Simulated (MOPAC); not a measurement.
MOPAC input (PM7):

```
PM7 FORCE THERMO(298,298) PRECISE LET CHARGE=1 GEO-OK AUX(PRECISION=9) THREADS=1
H5F2N2Si

N     1.29585161 1    1.02438041 1   -0.61477922 1
Si    0.17980624 1   -0.05722848 1    0.05298662 1
N    -1.64350594 1    0.42182136 1   -0.41352058 1
F     0.22222891 1   -1.49637938 1   -0.52607069 1
F     0.06544773 1   -0.02233222 1    1.60021763 1
H     1.70830288 1    1.80604619 1   -0.09925222 1
H     1.80980543 1    0.84762515 1   -1.48167919 1
H    -1.90502190 1    1.37120504 1   -0.07349008 1
H    -1.80415199 1    0.42174712 1   -1.44284775 1
H    -2.34337099 1   -0.23916421 1   -0.00676846 1
```

Output:

```
 *******************************************************************************
 **                                                                           **
 **                              MOPAC v23.2.5                                **
 **                                                                           **
 *******************************************************************************
 ** MOPAC's Digital Object Identifier: https://doi.org/10.5281/zenodo.6511958 **
 **                                                                           **
 ** Please cite the open-source release paper for use of this MOPAC version:  **
 ** J. E. Moussa and J. J. P. Stewart (2026)                                  **
 ** MOPAC: An open-source semiempirical molecular orbital program             **
 ** J. Open Source Softw., 11(119), 8025, https://doi.org/10.21105/joss.08025 **
 *******************************************************************************

                              PM7 CALCULATION RESULTS

 *******************************************************************************
 *  PM7        - The PM7 Hamiltonian to be used
 *  GEO-OK     - OVERRIDE INTERATOMIC DISTANCE AND OTHER SAFETY CHECKS
 *
 *
 *
 *                 CHARGE ON SYSTEM = +1
 *
 *
 *
 *  LET        - OVERRIDE SOME SAFETY CHECKS
 *  PRECISE    - TIGHTER CRITERIA TO BE USED
 *  FORCE      - FORCE CALCULATION SPECIFIED
 *  AUX        - OUTPUT AUXILIARY INFORMATION
 *  THERMO     - THERMODYNAMIC QUANTITIES TO BE CALCULATED
 *******************************************************************************
PM7 FORCE THERMO(298,298) PRECISE LET CHARGE=1 GEO-OK AUX(PRECISION=9) THREADS=1
 H5F2N2Si

   ATOM   CHEMICAL          X               Y               Z
  NUMBER   SYMBOL      (ANGSTROMS)     (ANGSTROMS)     (ANGSTROMS)

     1       N          1.29585161  *   1.02438041  *  -0.61477922  *
     2      Si          0.17980624  *  -0.05722848  *   0.05298662  *
     3       N         -1.64350594  *   0.42182136  *  -0.41352058  *
     4       F          0.22222891  *  -1.49637938  *  -0.52607069  *
     5       F          0.06544773  *  -0.02233222  *   1.60021763  *
     6       H          1.70830288  *   1.80604619  *  -0.09925222  *
     7       H          1.80980543  *   0.84762515  *  -1.48167919  *
     8       H         -1.90502190  *   1.37120504  *  -0.07349008  *
     9       H         -1.80415199  *   0.42174712  *  -1.44284775  *
    10       H         -2.34337099  *  -0.23916421  *  -0.00676846  *

          CARTESIAN COORDINATES

    NO.       ATOM           X           Y           Z

     1         N          1.2959      1.0244     -0.6148
     2        Si          0.1798     -0.0572      0.0530
     3         N         -1.6435      0.4218     -0.4135
     4         F          0.2222     -1.4964     -0.5261
     5         F          0.0654     -0.0223      1.6002
     6         H          1.7083      1.8060     -0.0993
     7         H          1.8098      0.8476     -1.4817
     8         H         -1.9050      1.3712     -0.0735
[...]

 VIBRATION         20   12A'          ATOM PAIR      ENERGY CONTRIBUTION    RADIAL
 FREQUENCY          2584.90         N  3 -- H 10         +71.6% ( 87.0%)     99.5%
 TRANSITION DIPOLE   1.2534         N  3 -- H  9         +13.8% ( 38.2%)     84.6%
 TRAVEL (Ang.)       0.2143         N  3 -- H  8         +13.8% ( 38.2%)     85.0%
 REDUCED MASS        0.5679         Si 2 -- N  3          +0.7% (  8.9%)      0.1%
 EFFECTIVE MASS      1.4565
 FORCE CONSTANT      2.2356

 VIBRATION         21    9A"          ATOM PAIR      ENERGY CONTRIBUTION    RADIAL
 FREQUENCY          2597.80         N  3 -- H  9         +49.2% ( 72.1%)     98.0%
 TRANSITION DIPOLE   1.1743         N  3 -- H  8         +49.2% ( 72.1%)     97.7%
 TRAVEL (Ang.)       0.2273         Si 2 -- N  3          +0.7% (  8.9%)      0.0%
 REDUCED MASS        0.5022         N  3 -- H 10          +0.6% (  8.3%)      0.0%
 EFFECTIVE MASS      1.4574
 FORCE CONSTANT      1.9968

 VIBRATION         22   10A"          ATOM PAIR      ENERGY CONTRIBUTION    RADIAL
 FREQUENCY          2659.61         N  1 -- H  7         +49.6% ( 72.1%)     98.1%
 TRANSITION DIPOLE   1.4260         N  1 -- H  6         +49.6% ( 72.1%)     98.0%
 TRAVEL (Ang.)       0.2222         N  1 -- Si 2          +0.8% (  9.0%)      0.0%
 REDUCED MASS        0.5135
 EFFECTIVE MASS      1.5031
 FORCE CONSTANT      2.1401

 VIBRATION         23   13A'          ATOM PAIR      ENERGY CONTRIBUTION    RADIAL
 FREQUENCY          2688.48         N  3 -- H  9         +30.9% ( 53.6%)     98.2%
 TRANSITION DIPOLE   1.3172         N  3 -- H  8         +30.9% ( 53.6%)     98.4%
 TRAVEL (Ang.)       0.3153         N  3 -- H 10         +22.3% ( 45.5%)     96.9%
 REDUCED MASS        0.2523         N  1 -- H  6          +7.9% ( 27.0%)     98.0%
 EFFECTIVE MASS      1.1231
 FORCE CONSTANT      1.0742

 VIBRATION         24   14A'          ATOM PAIR      ENERGY CONTRIBUTION    RADIAL
 FREQUENCY          2706.98         N  1 -- H  7         +42.7% ( 63.9%)     97.4%
 TRANSITION DIPOLE   1.1791         N  1 -- H  6         +42.7% ( 63.9%)     97.6%
 TRAVEL (Ang.)       0.2636         N  3 -- H  9          +5.3% ( 22.5%)     97.8%
 REDUCED MASS        0.3586         N  3 -- H  8          +5.3% ( 22.5%)     97.9%
 EFFECTIVE MASS      1.1999
 FORCE CONSTANT      1.5481

      SYMMETRY NUMBER FOR POINT-GROUP Cs  =  1

          SYSTEM IS A GROUND STATE

 H5F2N2Si

          MOLECULE IS NOT LINEAR

          THERE ARE 24 GENUINE VIBRATIONS IN THIS SYSTEM
          THIS THERMODYNAMICS CALCULATION IS LIMITED TO
          MOLECULES WHICH HAVE NO INTERNAL ROTATIONS

                    CALCULATED THERMODYNAMIC PROPERTIES
                                          *
   TEMP. (K)   PARTITION FUNCTION   H.O.F.    ENTHALPY  HEAT CAPACITY ENTROPY
                                   KCAL/MOL   CAL/MOLE    CAL/K/MOL  CAL/K/MOL

 298.00  VIB.     0.2640D+02                  2641.8790    17.4380    15.3704
         ROT.     0.1291D+06                   888.2803     2.9808    26.3669
         INT.     0.3409D+07                  3530.1593    20.4188    41.7374
         TRA.     0.9543D+27                  1480.4672     4.9680    39.6899
         TOT.                      -51.999    5010.6264    25.3868    81.4272

   *: NOTE: HEATS OF FORMATION ARE RELATIVE TO THE
            ELEMENTS IN THEIR STANDARD STATE AT 298K
              (=  Standard Enthalpy of Formation).

            Hvib:  Zero-point energy is not included.
                   frequencies of less than zero cm-1 are not included.
            Hrot = (3/2)RT
            Htra = (3/2)RT + pV = (5/2)RT

            Heat capacity is Cp, not Cv

          For more information, see: HTTP://OpenMOPAC.net/Manual/thermochemistry.html

           FORCE CONSTANT IN CARTESIAN COORDINATES (Millidynes/A)

    ATOM   CHEMICAL       X               Y               Z
   NUMBER   SYMBOL  FORCE CONSTANT  FORCE CONSTANT  FORCE CONSTANT

      1       N        7.798250        0.670949        5.965410
      2      Si        8.303575        4.253699        8.628367
      3       N        6.064453        5.825106        6.211800
      4       F        1.377077        1.062534        4.159663
      5       F        1.393733        1.084288        4.121254
      6       H        1.893027        0.180438        2.991659
      7       H        1.905312        0.176949        2.982863
      8       H        1.062351        1.620699        2.795776
      9       H        1.068345        1.637420        2.773062
     10       H        3.838393        0.781199        0.822834

 **********************
 *                    *
 * JOB ENDED NORMALLY *
 *                    *
 **********************

 == MOPAC DONE ==
```

The dipole moment of an ion depends on the origin.
